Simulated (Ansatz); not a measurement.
Geometry optimisation, Ansatz 0.2.0, RKS PBE-D4/STO-3G.

input.yaml

```yaml
crystal:
  periodic: [false, false, false]
  atoms:
    - { symbol: Si, position_ang: [0.0, 0.0, 0.0] }
    - { symbol: Si, position_ang: [0.0, 0.0, 2.22] }
    - { symbol: H, position_ang: [-1.3148, -0.4067, 2.7074] }
    - { symbol: H, position_ang: [1.0096, -0.9353, 2.7074] }
    - { symbol: H, position_ang: [0.3052, 1.342, 2.7074] }
    - { symbol: O, position_ang: [1.5842, 0.0, -0.5594] }
    - { symbol: H, position_ang: [1.9006, -0.9521, -0.6761] }
    - { symbol: O, position_ang: [-0.7913, 1.3709, -0.5594] }
    - { symbol: H, position_ang: [-1.7491, 1.1401, -0.7818] }
    - { symbol: O, position_ang: [-0.7913, -1.3709, -0.5594] }
    - { symbol: H, position_ang: [-1.2459, -1.8365, 0.2129] }
basis:
  gaussian: { orbitals: STO-3G }
hamiltonian:
  xc: pbe
  dispersion: d4
relax:
  f_tol: 0.02
  max_steps: 40
output:
  orbitals: {}
```

Command:

```bash
$ ansatz run input.yaml --threads 1 --pin off --max-ram 2048MiB --backend cpu --events-out ev --progress --plain --runs-dir out
```

Q: Where does it end, and by what steps?

A: It converged. The force dipped under the threshold on the way, but the program's further checks kept it going. Limits of this set-up: minimal basis. After 28 steps the energy has fallen by 0.552 eV; H7 moved furthest, 0.89 Å.

| step | energy less start (eV) | largest force component (eV/Å) | accepted |
| --- | --- | --- | --- |
| 0 | 0.0000 | 1.842 | yes |
| 1 | -0.2915 | 1.050 | yes |
| 2 | -0.3683 | 0.375 | yes |
| 3 | -0.3666 | 0.735 | no |
| 4 | -0.3913 | 0.200 | yes |
| 5 | -0.4049 | 0.498 | yes |
| 6 | -0.4454 | 0.200 | yes |
| 7 | -0.4850 | 0.237 | yes |
| 8 | -0.5111 | 0.214 | yes |
| 9 | -0.5268 | 0.262 | yes |
| 10 | -0.5377 | 0.152 | yes |
| 11 | -0.5435 | 0.195 | yes |
| 12 | -0.5430 | 0.340 | no |
| 13 | -0.5450 | 0.138 | yes |
| 14 | -0.5470 | 0.025 | yes |
| 15 | -0.5477 | 0.151 | yes |
| 16 | -0.5489 | 0.098 | yes |
| 17 | -0.5507 | 0.032 | yes |
| 18 | -0.5511 | 0.027 | yes |
| 19 | -0.4426 | 2.311 | no |
| 20 | -0.5519 | 0.014 | yes |
| 21 | -0.5512 | 0.183 | no |
| 22 | -0.5521 | 0.034 | yes |
| 23 | -0.5522 | 0.039 | yes |
| 24 | -0.5522 | 0.042 | yes |
| 25 | -0.5523 | 0.023 | yes |
| 26 | -0.5524 | 0.003 | yes |
| 27 | -0.5524 | 0.015 | yes |
| 28 | -0.5525 | 0.016 | yes |

```xyz
11
Properties=species:S:1:pos:R:3
Si -0.040 -0.156 0.199
Si 0.045 0.049 2.461
H -1.259 -0.214 3.052
H 0.986 -0.901 3.035
H 0.455 1.388 2.862
O 1.549 -0.001 -0.466
H 1.470 -0.551 -1.338
O -1.123 1.102 -0.304
H -1.096 1.036 -1.338
O -0.547 -1.655 -0.519
H -1.534 -1.747 -0.225
```

Whether the end is a true minimum wasn't checked by a vibrational analysis.

Run time: 50 s on 1 thread of Intel(R) Xeon(R) Platinum 8488C (Sapphire Rapids) (shared host), peak memory 0.13 GiB.
